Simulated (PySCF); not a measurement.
PySCF input file for CH8F2Si3, SMILES FC[SiH2][Si@@H](F)[SiH3], TDA-PBE/def2-SVPD. The structure is a stationary point at PBE0-D3(BJ)/def2-SVP. The structure was generated by enumeration; whether it is a known compound was not checked. Other conformers were not sampled.

```python
import numpy as np
from pyscf import gto, scf, dft, tdscf

mol = gto.M(
    atom='''
    F    -0.95716646    1.85555776    0.54242784
    C    -2.01013155    0.94194647    0.53210942
    Si   -1.28681276   -0.78501337    0.93901137
    Si    0.95078056   -0.49267407    0.28631342
    F     1.64363569   -1.95858458    0.04136249
    Si    1.02888914    0.75816199   -1.70345307
    H    -2.46613304    0.95128804   -0.47227225
    H    -2.77255717    1.28197852    1.25175261
    H    -1.98062221   -1.83272514    0.12867127
    H    -1.44829060   -1.11005279    2.38929163
    H     1.72561264    0.18896947    1.36640393
    H     2.07971734    0.20438326   -2.61173897
    H    -0.29143696    0.67806282   -2.40350550
    H     1.33627914    2.18701497   -1.40157619
    ''',
    basis='def2-SVPD',
    charge=0,
    spin=0,
    max_memory=1600,
    verbose=4,
)
mf = dft.RKS(mol, xc='pbe').density_fit(auxbasis='def2-universal-jkfit')
mf.grids.level = 3
mf.conv_tol = 1e-9
mf.max_cycle = 100
mf.kernel()
mf.grids = dft.Grids(mol).set(level=1).build(with_non0tab=True)  # coarser grid for the response kernel
td = tdscf.TDA(mf)
td.singlet = True
td.nstates = 6
td.conv_tol = 1e-4
td.positive_eig_threshold = 1e-6
td.kernel(x0=td.get_init_guess(mf, 11))
td.analyze()
tt = tdscf.TDA(mf)
tt.singlet = False
tt.nstates = 2
tt.conv_tol = 1e-4
tt.positive_eig_threshold = 1e-6
tt.kernel(x0=tt.get_init_guess(mf, 7))
tt.analyze(verbose=3)
```

Log of the run:

```
PySCF version 2.14.0

[INPUT] verbose = 4
[INPUT] num. atoms = 14
[INPUT] num. electrons = 74
[INPUT] charge = 0
[INPUT] spin (= nelec alpha-beta = 2S) = 0
[INPUT] symmetry False subgroup None
[INPUT] Mole.unit = angstrom
[INPUT] Symbol           X                Y                Z      unit          X                Y                Z       unit  Magmom
[INPUT]  1 F     -0.957166460000   1.855557760000   0.542427840000 AA   -1.808782465019   3.506495974711   1.025040059939 Bohr   0.0
[INPUT]  2 C     -2.010131550000   0.941946470000   0.532109420000 AA   -3.798598103847   1.780020852301   1.005541072101 Bohr   0.0
[INPUT]  3 Si    -1.286812760000  -0.785013370000   0.939011370000 AA   -2.431723689996  -1.483460273422   1.774474317153 Bohr   0.0
[INPUT]  4 Si     0.950780560000  -0.492674070000   0.286313420000 AA    1.796714862961  -0.931019060975   0.541053949588 Bohr   0.0
[INPUT]  5 F      1.643635690000  -1.958584580000   0.041362490000 AA    3.106021302661  -3.701188447996   0.078163777930 Bohr   0.0
[INPUT]  6 Si     1.028889140000   0.758161990000  -1.703453070000 AA    1.944318687139   1.432718519155  -3.219059768350 Bohr   0.0
[INPUT]  7 H     -2.466133040000   0.951288040000  -0.472272250000 AA   -4.660316032341   1.797673861174  -0.892465208732 Bohr   0.0
[INPUT]  8 H     -2.772557170000   1.281978520000   1.251752610000 AA   -5.239373715999   2.422588300375   2.365469608610 Bohr   0.0
[INPUT]  9 H     -1.980622210000  -1.832725140000   0.128671270000 AA   -3.742833533131  -3.463348576205   0.243153460400 Bohr   0.0
[INPUT] 10 H     -1.448290600000  -1.110052790000   2.389291630000 AA   -2.736872582782  -2.097695756909   4.515106812416 Bohr   0.0
[INPUT] 11 H      1.725612640000   0.188969470000   1.366403930000 AA    3.260935286688   0.357100544204   2.582129203229 Bohr   0.0
[INPUT] 12 H      2.079717340000   0.204383260000  -2.611738970000 AA    3.930096189109   0.386228385846  -4.935471362154 Bohr   0.0
[INPUT] 13 H     -0.291436960000   0.678062820000  -2.403505500000 AA   -0.550736036976   1.281353025050  -4.541967133886 Bohr   0.0
[INPUT] 14 H      1.336279140000   2.187014970000  -1.401576190000 AA    2.525201600569   4.132859323624  -2.648595141811 Bohr   0.0

nuclear repulsion = 453.426965691323
number of shells = 88
number of NR pGTOs = 302
number of NR cGTOs = 202
basis = def2-SVPD
ecp = {}


******** <class 'pyscf.df.df_jk.DFRKS'> ********
method = DFRKS
initial guess = minao
damping factor = 0
level_shift factor = 0
DIIS = <class 'pyscf.scf.diis.CDIIS'>
diis_start_cycle = 1
diis_space = 8
diis_damp = 0
SCF conv_tol = 1e-09
SCF conv_tol_grad = None
SCF max_cycles = 100
direct_scf = False
XC library pyscf.dft.libxc version 7.1.2
    S. Lehtola, C. Steigemann, M. J. T. Oliveira, and M. A. L. Marques,  SoftwareX 7, 1–5 (2018)
XC functionals = pbe
    J. P. Perdew, K. Burke, and M. Ernzerhof,  Phys. Rev. Lett. 77, 3865 (1996)
    J. P. Perdew, K. Burke, and M. Ernzerhof,  Phys. Rev. Lett. 78, 1396 (1997)
    J. P. Perdew, K. Burke, and M. Ernzerhof,  Phys. Rev. Lett. 77, 3865 (1996)
    J. P. Perdew, K. Burke, and M. Ernzerhof,  Phys. Rev. Lett. 78, 1396 (1997)
radial grids:
    Treutler-Ahlrichs [JCP 102, 346 (1995); DOI:10.1063/1.469408] (M4) radial grids

becke partition: Becke, JCP 88, 2547 (1988); DOI:10.1063/1.454033
pruning grids: <function nwchem_prune>
grids dens level: 3
symmetrized grids: False
atomic radii adjust function: <function treutler_atomic_radii_adjust>
small_rho_cutoff = 0
Set gradient conv threshold to 3.16228e-05
Initial guess from minao.
tot grids = 178648
init E= -1109.98196297284
  HOMO = -0.281089792122823  LUMO = -0.0972511685907618  gap/eV = 5.00250
cycle= 1 E= -1109.9058078407  delta_E= 0.0762  |g|= 0.613  |ddm|= 4.42
  HOMO = -0.204837243672455  LUMO = -0.056627778953692  gap/eV = 4.03298
cycle= 2 E= -1109.63213126969  delta_E= 0.274  |g|= 1.42  |ddm|= 1.79
  HOMO = -0.242967303682935  LUMO = -0.061126176763763  gap/eV = 4.94815
cycle= 3 E= -1109.97208048328  delta_E= -0.34  |g|= 0.112  |ddm|= 1.25
  HOMO = -0.245841826698738  LUMO = -0.064011917210046  gap/eV = 4.94784
cycle= 4 E= -1109.97401985235  delta_E= -0.00194  |g|= 0.0748  |ddm|= 0.229
  HOMO = -0.247908187283802  LUMO = -0.0650785443575712  gap/eV = 4.97505
cycle= 5 E= -1109.97525407019  delta_E= -0.00123  |g|= 0.0147  |ddm|= 0.0885
  HOMO = -0.248075500283618  LUMO = -0.0652847531939766  gap/eV = 4.97399
cycle= 6 E= -1109.97528575247  delta_E= -3.17e-05  |g|= 0.00723  |ddm|= 0.0183
  HOMO = -0.247804790292141  LUMO = -0.0650448193997528  gap/eV = 4.97315
cycle= 7 E= -1109.97529770764  delta_E= -1.2e-05  |g|= 0.0011  |ddm|= 0.0083
  HOMO = -0.247725837556369  LUMO = -0.064974795099574  gap/eV = 4.97291
cycle= 8 E= -1109.97529798101  delta_E= -2.73e-07  |g|= 0.000371  |ddm|= 0.00199
  HOMO = -0.247758089623821  LUMO = -0.0650076087909981  gap/eV = 4.97289
cycle= 9 E= -1109.97529802336  delta_E= -4.24e-08  |g|= 6.27e-05  |ddm|= 0.000737
  HOMO = -0.247752893292315  LUMO = -0.0650030418239425  gap/eV = 4.97288
cycle= 10 E= -1109.97529802445  delta_E= -1.1e-09  |g|= 1.81e-05  |ddm|= 0.000145
  HOMO = -0.24775541535439  LUMO = -0.0650049203135077  gap/eV = 4.97289
cycle= 11 E= -1109.97529802457  delta_E= -1.17e-10  |g|= 5.09e-06  |ddm|= 4.2e-05
  HOMO = -0.247754454040036  LUMO = -0.0650042423756818  gap/eV = 4.97289
Extra cycle  E= -1109.97529802456  delta_E= 8.19e-12  |g|= 6.97e-06  |ddm|= 2.19e-05
converged SCF energy = -1109.97529802456
tot grids = 54792
Overwritten attributes  positive_eig_threshold  of <class 'pyscf.tdscf.rks.TDA'>


******** <class 'pyscf.tdscf.rks.TDA'> for <class 'pyscf.df.df_jk.DFRKS'> ********
nstates = 6 singlet
deg_eia_thresh = 1.000e-03
wfnsym = None
conv_tol = 0.0001
eigh lindep = 1e-12
eigh level_shift = 0
eigh max_cycle = 100


Excitation energies (eV)
[5.23183708 5.8076838  6.0736819  6.10834642 6.17629723 6.42827512]

** Singlet excitation energies and oscillator strengths **
Excited State   1:      5.23184 eV    236.98 nm  f=0.0101
      37 -> 38       -0.69391
Excited State   2:      5.80768 eV    213.48 nm  f=0.0109
      36 -> 38       -0.68128
Excited State   3:      6.07368 eV    204.13 nm  f=0.1154
      35 -> 38        0.40978
      37 -> 39        0.49693
      37 -> 40        0.20632
Excited State   4:      6.10835 eV    202.98 nm  f=0.0785
      35 -> 38        0.43094
      36 -> 38        0.13945
      37 -> 39       -0.41123
      37 -> 40        0.29429
Excited State   5:      6.17630 eV    200.74 nm  f=0.0468
      35 -> 38        0.35100
      37 -> 40       -0.57220
      37 -> 42        0.12984
Excited State   6:      6.42828 eV    192.87 nm  f=0.0309
      34 -> 38       -0.12119
      36 -> 39        0.43805
      37 -> 41        0.50652
      37 -> 42        0.13824

** Transition electric dipole moments (AU) **
state          X           Y           Z        Dip. S.      Osc.
  1         0.1261      0.1596     -0.1932      0.0787      0.0101
  2         0.1745     -0.1603     -0.1432      0.0767      0.0109
  3        -0.5512     -0.3270      0.6037      0.7753      0.1154
  4         0.4744      0.3782     -0.3952      0.5243      0.0785
  5         0.5247     -0.0144     -0.1831      0.3090      0.0468
  6        -0.0417     -0.2376      0.3711      0.1959      0.0309

** Transition velocity dipole moments (imaginary part, AU) **
state          X           Y           Z        Dip. S.      Osc.
  1         0.0016      0.0106     -0.0074      0.0002      0.0006
  2         0.0102     -0.0023     -0.0156      0.0004      0.0011
  3        -0.0732     -0.0397      0.0758      0.0127      0.0379
  4         0.0539      0.0198     -0.0583      0.0067      0.0199
  5         0.0537     -0.0048     -0.0380      0.0044      0.0128
  6        -0.0190     -0.0428      0.0657      0.0065      0.0184

** Transition magnetic dipole moments (imaginary part, AU) **
state          X           Y           Z
  1         0.4638      0.0798      0.5601
  2         0.1267      0.0657     -0.9599
  3         0.0160      0.2088      0.1975
  4        -0.4603     -0.2854     -0.2075
  5        -0.0564     -0.5542     -0.5151
  6         0.2672     -0.0511      0.1518


******** <class 'pyscf.tdscf.rks.TDA'> for <class 'pyscf.df.df_jk.DFRKS'> ********
nstates = 2 triplet
deg_eia_thresh = 1.000e-03
wfnsym = None
conv_tol = 0.0001
eigh lindep = 1e-12
eigh level_shift = 0
eigh max_cycle = 100


Excitation energies (eV)
[4.64513103 5.28910923]

** Triplet excitation energies and oscillator strengths **
Excited State   1:      4.64513 eV    266.91 nm  f=0.0000
Excited State   2:      5.28911 eV    234.41 nm  f=0.0000
```

The run converged.
